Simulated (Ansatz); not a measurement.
# Molecular dynamics, step by step

MgSnH3 (SMILES [MgH][SnH2+]) (charge +1), singlet, revPBE-D4/def2-SVP (Ansatz 0.2.0). Settings (timestep in fs, temperature in K, friction in 1/fs; T counts 15 degrees of freedom, while the starting velocities carry no drift of the centre of mass, so T starts below the set value):

```yaml
hamiltonian: {xc: {name: revPBE}, dispersion: d4}
md: {n_steps: 80, timestep: 0.75, temperature: 700, ensemble: nvt_langevin, seed: 357, friction: 0.002, initial_velocities: maxwell_boltzmann}
```

Start (the SMILES describes the start alone):

Mg1  (0.708, -1.483, 0.961)
Sn2  (-0.354, 0.745, -0.548)
H3  (1.259, -2.660, 1.877)
H4  (-1.784, 1.010, -1.504)
H5  (0.172, 2.388, -0.786)
(Å)

```csv
step,time (fs),potential energy less the start (meV),kinetic energy (meV),T (K)
0,0.00,0.0,361.9,560
5,3.75,32.1,298.1,461
10,7.50,46.9,272.0,421
15,11.25,-19.8,310.1,480
20,15.00,31.4,268.6,416
25,18.75,69.5,196.2,304
30,22.50,134.5,152.5,236
35,26.25,146.9,128.4,199
40,30.00,94.2,167.9,260
45,33.75,71.3,173.7,269
50,37.50,-0.3,279.9,433
55,41.25,72.5,216.6,335
60,45.00,44.9,255.6,395
65,48.75,50.9,274.6,425
70,52.50,76.7,236.5,366
75,56.25,-54.8,375.7,581
80,60.00,39.9,256.4,397
```

Step 55, positions (Å) and forces (eV/Å):

| atom | x | y | z | Fx | Fy | Fz |
| --- | --- | --- | --- | --- | --- | --- |
| Mg1 | 0.863 | -1.399 | 1.093 | -0.556 | 0.512 | -0.434 |
| Sn2 | -0.343 | 0.709 | -0.580 | 0.890 | 1.011 | -0.460 |
| H3 | 1.786 | -2.374 | 1.960 | 0.510 | -0.600 | 0.512 |
| H4 | -1.571 | 1.336 | -1.635 | -0.189 | -0.179 | 0.108 |
| H5 | 0.923 | 2.029 | -0.912 | -0.654 | -0.743 | 0.275 |

Step 65, positions (Å) and forces (eV/Å):

```
atom       x       y       z      Fx      Fy      Fz
 Mg1   0.886  -1.388   1.124   0.545  -0.513   0.384
 Sn2  -0.330   0.706  -0.593  -0.194   0.138  -0.078
  H3   2.039  -2.419   2.021  -0.587   0.457  -0.396
  H4  -1.661   1.409  -1.460  -0.272  -0.334   0.075
  H5   0.715   2.012  -0.971   0.508   0.253   0.015
```

Step 70, positions (Å) and forces (eV/Å):

| atom | x | y | z | Fx | Fy | Fz |
| --- | --- | --- | --- | --- | --- | --- |
| Mg1 | 0.896 | -1.384 | 1.141 | 0.473 | -0.377 | 0.225 |
| Sn2 | -0.323 | 0.704 | -0.601 | -0.788 | -0.760 | 0.343 |
| H3 | 2.092 | -2.365 | 1.989 | -0.514 | 0.343 | -0.286 |
| H4 | -1.745 | 1.357 | -1.342 | -0.274 | -0.294 | 0.015 |
| H5 | 0.635 | 1.989 | -0.979 | 1.103 | 1.089 | -0.297 |

Last step (80):

Mg1  (0.916, -1.384, 1.178)
Sn2  (-0.311, 0.704, -0.615)
H3  (2.083, -2.191, 1.909)
H4  (-1.961, 1.116, -1.123)
H5  (0.718, 2.168, -1.072)
(Å)

The run took about 60 s on 2 CPU threads of an Arm Neoverse V1 (shared host).
